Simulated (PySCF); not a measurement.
Delta-SCF ions had no search for a lower state. Excitations are Tamm–Dancoff values on a coarser integration grid. The basis has no diffuse functions, so Rydberg states are missing or too high.

Species: F$_{3}$Ga, SMILES `[F][Ga]([F])[F]` (charge 0, multiplicity 1).

Estimate the T1 excitation (TDA), HOMO–LUMO gap, HOMO, S1–T1 gap (TDA), LUMO, S1 excitation (TDA), vertical ionisation energy (Delta-SCF) and dipole moment that PBE-D3(BJ)/def2-TZVP // PBE0-D4/def2-TZVP in PySCF 2.14.0 returns for this input.


```yaml
T1 excitation (TDA): 6.11 eV
HOMO–LUMO gap: 6.29 eV
HOMO: -9.66 eV
S1–T1 gap (TDA): 0.33 eV
LUMO: -3.36 eV
S1 excitation (TDA): 6.43 eV
vertical ionisation energy (Delta-SCF): 13.47 eV
dipole_moment: 0.00 D
```
